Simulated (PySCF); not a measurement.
From results back to the method.

Compound: C3H3ClN2Si.
Structure used (PBE0-D3(BJ)/def2-SVP), in Å, numbered top down from 1:
```
atom  x, y, z in Å
N1     0.6081    2.8567   -0.8083
C2     0.5580    1.7101   -0.6464
Si3    0.4610   -0.1166   -0.3796
C4     1.6956   -0.5372    0.9375
N5     2.4347   -0.8388    1.7785
C6    -1.2593   -0.5489    0.2296
Cl7   -2.4032   -0.1299   -1.0759
H8     0.8203   -0.8211   -1.6308
H9    -1.5240    0.0218    1.1315
H10   -1.3492   -1.6215    0.4557
```

The closed-shell ground state was solved 5 times with PySCF (density fitting, gas phase), always in the pcSseg-1 basis (148 functions), with these functionals: B97-2, BHandHLYP, LC-wPBE, LDA and mPW1PW91.

```tsv
row	total energy (Eh)	HOMO (eV)	LUMO (eV)	dipole (D)
P	-974.8676	-11.98	0.46	3.37
Q	-970.6776	-7.95	-3.00	3.45
R	-975.2145	-9.23	-1.84	3.38
S	-975.1110	-10.44	-0.80	3.43
T	-975.2098	-8.93	-1.86	3.36
```

Task: Which functional belongs to which row?

Result: P = LC-wPBE, Q = LDA, R = mPW1PW91, S = BHandHLYP, T = B97-2. By rising HOMO–LUMO gap: LDA (LDA) 4.95 eV; B97-2 (global hybrid, 21 % exact exchange) 7.07 eV; mPW1PW91 (global hybrid, 25 % exact exchange) 7.39 eV; BHandHLYP (global hybrid, 50 % exact exchange) 9.64 eV; LC-wPBE (range-separated hybrid) 12.44 eV. Total energies of different functionals aren't bounds to one another; each is stationary for its own functional.

One conformer stands for the species.
